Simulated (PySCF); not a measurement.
Al(F)(H)(nBu), SMILES [F][AlH][CH2]CCC (C4H10AlF) (GFN2-xTB optimised geometry):

```
16

Al    -2.507     0.639     0.000
F     -3.370    -0.767     0.029
H     -3.403     1.876     0.000
C     -0.507     0.639     0.000
C      0.006    -0.670     0.629
C      1.513    -0.879     0.462
C      2.344     0.152     1.218
H     -0.093     0.722    -1.015
H     -0.110     1.502     0.545
H     -0.243    -0.684     1.695
H     -0.513    -1.518     0.168
H      1.770    -1.876     0.827
H      1.767    -0.840    -0.600
H      2.081     0.153     2.274
H      2.183     1.152     0.823
H      3.403    -0.079     1.130
```

Method: PBE0/def2-TZVP run with PySCF.

Question: What are the frontier orbital energies and the dipole moment?

Answer: HOMO-2 -9.30 eV, HOMO-1 -9.12 eV, HOMO -7.66 eV, LUMO -0.87 eV, LUMO+1 0.17 eV; dipole moment 1.80 D.

On the same geometry PBE/def2-TZVP in PySCF gives HOMO-2 -7.90 eV, HOMO-1 -7.74 eV, HOMO -6.42 eV, LUMO -1.64 eV, LUMO+1 -0.66 eV; dipole moment 1.74 D.

Meta-Löwdin charges at PBE0/def2-TZVP: Al1 0.96, F2 -0.54, H3 -0.17, C4 -0.51, C5 -0.19, C6 -0.19, C7 -0.35, H8 0.12, H9 0.12, H10 0.10, H11 0.10, H12 0.10, H13 0.10, H14 0.11, H15 0.11, H16 0.12.
